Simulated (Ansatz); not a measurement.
Species: RbCl, charge 0, singlet. RbCl (SMILES [Rb][Cl]).
B3LYP-D3(BJ)/def2-TZVP minimum from Ansatz (an electronic-structure program):
```
Rb
Cl 1 2.8664
```
Charge 0, spin multiplicity 1.

Property: atomisation energy (electronic, to ground-state atoms), in kcal/mol. Radicals and triplets start from unrestricted determinants; spin-orbit coupling is neglected. Cores are frozen in correlated methods (noble-gas shells, and filled d and f shells in the p block). Past Kr the def2 sets carry scalar-relativistic core potentials. CBS(X,Y): correlation extrapolated as X^-3, Hartree-Fock from the larger set. A bracket is a step between two methods taken in the basis named. For partners of very few electrons the exact lower level stands in for a higher one.

CCSD(T)/CBS(def2-TZVPP,def2-QZVPP) + [CCSDT(Q) - CCSD(T)]/def2-QZVPP + [CCSDTQ - CCSDT(Q)]/def2-SVP (Ansatz) gives 103.2 kcal/mol.

Question: How far off this value is PBE/def2-TZVPD (Ansatz), in which direction, and how far these levels: r2SCAN/def2-TZVPD, B3LYP/def2-TZVPD, B2PLYP/def2-TZVPD, CCSD(T)/CBS(def2-TZVPP,def2-QZVPP)?

Answer: PBE gives 96.2 kcal/mol, 7.0 kcal/mol below it. Differences of the others: r2SCAN/def2-TZVPD (Ansatz) -3.9; B3LYP/def2-TZVPD (Ansatz) -9.0; B2PLYP/def2-TZVPD (Ansatz) -6.9; CCSD(T)/CBS(def2-TZVPP,def2-QZVPP) (Ansatz) 0.1 kcal/mol.
